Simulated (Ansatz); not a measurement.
`F/[C]([AlH2])=C\[SiH3]` + `FCCF` → `FCC[SiH3]` + `F/C=[C](\F)[AlH2]`  (formal exchange of groups at the Si–C bond)

Gas-phase electronic energies from Ansatz, PBE0-D4/def2-TZVP geometries. CBS: MP2 limit from def2 TZ/QZ plus the TZ coupled-cluster correction, frozen cores. Double bonds are as drawn, so ΔE can hold a change between cis and trans. DFT in def2-TZVPP. B3LYP here is the variant with VWN-RPA as its local correlation; programs differ in this. Each species was taken in one conformer, which may not be the lowest.

```json
{"level": "r2SCAN-D4", "ΔE (kcal/mol)": "2.0"}
{"level": "B3LYP-D4", "ΔE (kcal/mol)": "3.1"}
{"level": "ωB97X-V", "ΔE (kcal/mol)": "2.6"}
{"level": "ωB97M-V", "ΔE (kcal/mol)": "2.6"}
{"level": "B2PLYP", "ΔE (kcal/mol)": "3.3"}
{"level": "PBE", "ΔE (kcal/mol)": "1.5"}
{"level": "PBE0", "ΔE (kcal/mol)": "1.9"}
{"level": "MP2/def2-TZVPP", "ΔE (kcal/mol)": "3.4"}
```

Problem. What does CCSD(T)/CBS give? (Estimate.)

Solution. Ansatz gave: +3.2 kcal/mol. The listed levels differ from it by -1.2, -0.1, -0.6, -0.6, 0.1, -1.7, -1.3, 0.2 kcal/mol.

Largest T1 diagnostic among the species: 0.013.

In def2-TZVPP, CCSD(T) changes the Hartree–Fock value by −1.5 kcal/mol (the triples alone add −0.1 kcal/mol) and MP2 by −1.3 kcal/mol.
